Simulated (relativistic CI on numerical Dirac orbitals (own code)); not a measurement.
**What each ingredient does to the levels of Tm LIV**

Base calculation: Dirac-Coulomb-Breit CI, separate exchange-only KLI orbitals for each configuration, model QED, unscaled Slater integrals.

Configuration list (outside the closed core [Ne]): 3s²3p⁴, 3s3p⁵, 3s²3p³3d, 3p⁶, 3s3p⁴3d, 3p⁵3d, 3s3p³3d², 3s²3p²3d4p, 3p⁵4s, 3s3p³3d4s, 3s²3p³4s, 3p⁵4p, 3s²3p³4p, 3s²3p³4d, 3p⁴3d4p, 3s3p⁴4s, 3s²3p³4f, 3s3p⁴4p, 3s3p⁴4d, 3s3p⁴4f, 3s²3p³5s, 3s²3p³5p, 3s²3p²4s4p, 3s²3p³5d, 3s²3p³5f, 3s²3p³5g, 3s3p³4s², 3s3p⁴5s, 3s²3p²3d², 3s²3p3d³, 3s3p²3d³, 3s²3p3d²4s, 3s²3p3d²4p, 3s²3p3d²4d, 3p⁴3d², 3p³3d³, 3p³3d²4s, 3p³3d²4p, 3p³3d²4d, 3s²3p²3d4s, 3s3p²3d²4s, 3s²3p3d4s², 3s²3p3d4s4p, 3s²3p3d4s4d, 3p⁴3d4s, 3p³3d4s², 3p³3d4s4p, 3p³3d4s4d, 3s²3p²4s², 3s3p²3d4s², 3s²3p4s²4p, 3s²3p4s²4d, 3s²3p²4p², 3s²3p3d4p², 3s3p²3d4p², 3s²3p4s4p², 3s²3p4p³, 3s²3p4p²4d, 3s3p³4s4p, 3s3p²3d4s4p, 3s3p²4s²4p, 3s3p²4s4p², 3s3p²4s4p4d. Double excitations out of closed p, d and f shells are left out; levels of such configurations are missing from the list, as are those of other unlisted configurations, and high levels can miss mixing partners. These lack a partner that the ground configuration has and come out too high: 3s²3p³4f, 3s3p⁴4p, 3s3p⁴4d, 3s3p⁴4f, 3s²3p³5s.

Variants: (1) QED terms removed. Shifts of the energy above 3s²3p⁴ ³P2, in eV, for the lowest level and the first level of each name with at least 55 % of one term (blank where a level changes its place among those of its configuration and J or its character, or is not in the variant):

```tsv
Level	Base	Δ(1)
3s²3p⁴ ³P2	0.000	0.000
3s²3p⁴ ¹S0	18.271	+0.004
3s²3p³3d ³P°0	222.601	+0.617
3s²3p⁴ ³P1	247.409	-0.297
3s²3p⁴ ¹D2	256.450	-0.293
3s3p⁵ ³P°2	412.970	+2.768
3s²3p²3d² ³P0	461.043	+1.250
3s²3p⁴ ³P0	510.685	-0.553
3s²3p³3d ³G°5	526.289	+0.163
3s3p⁴3d ³P0	647.653	+3.310
3s3p⁵ ³P°0	663.151	+2.198
3s3p⁴3d ⁵F5	671.578	+3.561
```

At this charge energies of transitions that change n are usually good to better than 1 %, and those within a shell (Δn = 0) to a few per cent.

Ionisation energy from the two ground configurations alone: base 5043.6 eV. The NIST ASD value (theoretical) is 5044 eV.

LS names give the leading component of a level, which can be under half, so a name can repeat, a term be missing and a line seem to break the LS rules.
